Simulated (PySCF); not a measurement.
# Electron correlation in B²⁺ (boron, charge +2)

[He] 2p1, 2P determinant (an excited configuration). All numbers are calculated (PySCF 2.14, the non-relativistic Hamiltonian (point nucleus), in def2-TZVPPD (6s3p3d1f, 37 functions)). Frozen: nothing; 3 electrons correlated.

| level | correlation energy (mhartree) |
| --- | --- |
| CCSD | -16.43 |
| (T) | -0.01 |
| CCSD(T) | -16.44 |

Diagnostics: T1 = 0.00059, D1 = 0.0010, largest double amplitude 0.015.

Question: Is a single reference adequate?

Answer: Yes: T1 lies below 0.03 and no double amplitude reaches 0.07.

This basis was not built for core-valence correlation, so the inner-shell part is incomplete.
